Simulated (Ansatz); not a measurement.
Job for Ansatz (a first-principles code): U-PBE/def2-TZVPP on ReS, 2S+1 = 4, a spin state set in the input, which need not be the lowest, a point of a bond scan (R = 2.069 Å). Elements past Kr take the def2 small-core potentials; no spin–orbit coupling.

Ansatz 0.2 input:
```yaml
crystal:
  periodic: [false, false, false]
  atoms:
    - {symbol: Re, position_ang: [0.00000000, 0.00000000, 0.00000000]}
    - {symbol: S, position_ang: [0.00000000, 0.00000000, 2.06946000]}
basis:
  gaussian:
    orbitals: def2-TZVPP
    pivot_positions_ang: [[0.00000000, 0.00000000, 0.00000000], [0.00000000, 0.00000000, 2.06946000]]
hamiltonian:
  xc: {name: PBE}
magnetization: {spin_polarized: true, initial_magnetization: 3}
output: {forces: true, orbitals: {seedname: ./end}}
```

Output:

```
WARN ansatz: RAYON_NUM_THREADS=1 ignored (pool sized by the plan → 1); use --threads N
Functional definition: PBE
integrals: 0.03 GiB planned
624 factors; their error is unknown
mean field: 0.28 GiB planned
mean field evaluation 1: about -12956.9829 eV, gradient 2.5e1 eV
mean field evaluation 2: about -12942.2969 eV, gradient 5.6e1 eV
mean field evaluation 4: about -12959.9183 eV, gradient 1.2e1 eV
mean field evaluation 8: about -12960.7187 eV, gradient 1.3e-1 eV
mean field evaluation 16: about -12960.7118 eV, gradient 7.9e-4 eV
mean field evaluation 32: about -12960.5205 eV, gradient 2.2e0 eV
mean field evaluation 64: about -12960.0081 eV, gradient 2.0e-2 eV
mean field evaluation 96: about -12960.2026 eV, gradient 1.4e0 eV
mean field evaluation 128: about -12957.9368 eV, gradient 1.1e1 eV
mean field evaluation 160: about -12958.8319 eV, gradient 7.1e-1 eV
mean field evaluation 192: about -12960.2039 eV, gradient 1.5e0 eV
mean field -12960.71181913 eV, -476.2973742670 hartree, gradient 1.1e-6 eV, S^2 3.798422; 12 other end points of the search recorded, 0 dependent functions left out
the calculation of the forces begins
reference -12960.71184859 eV, -476.2973753497 hartree; 17, 14 occupied and 81, 84 virtual orbitals, 624 factors
Total energy: -12960.71184859 eV, -476.2973753497 hartree
Atom 0 at     0.000000     0.000000     0.000000 Å, force     0.000000    -0.000000    -0.090648 eV/Å
Atom 1 at     0.000000     0.000000     2.069460 Å, force    -0.000000     0.000000     0.090648 eV/Å
Dipole moment:    -0.000000    -0.000000    -0.397958 e Å
```

Self-consistency was reached.

Cost: about 14 core-seconds (a rough figure).
